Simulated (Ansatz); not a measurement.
```xyz
6

C    -0.0267   -0.4249   -0.0925
O    -0.0146   -0.4268    1.1850
N     0.0484    0.6680   -0.8578
H     0.0499   -1.3602   -0.6420
H    -0.0239    0.5722   -1.8969
H    -0.0421    1.6132   -0.4096
```

Basis set: 6-31G (spherical functions). Frozen core: 3 orbitals. Charge 0, multiplicity 1.

Computed with Ansatz (development build ahead of 0.2.0); each method stands on the lowest determinant of its kind that the runs found. Restricted open shells among the atoms or ions are ROHF, correlated in semicanonical orbitals with singles.

Give the atomization energy at this shape (free ground-state atoms in the same class of orbitals less the molecule, no zero-point energy) of singlet CH3NO by RHF-MP2, RHF.

| method | atomization energy |
| --- | --- |
| RHF-MP2 | 463.23 kcal/mol |
| RHF | 321.00 kcal/mol |

This basis has no polarisation functions and is too small for such energies, which can lie far from measured ones in either direction.
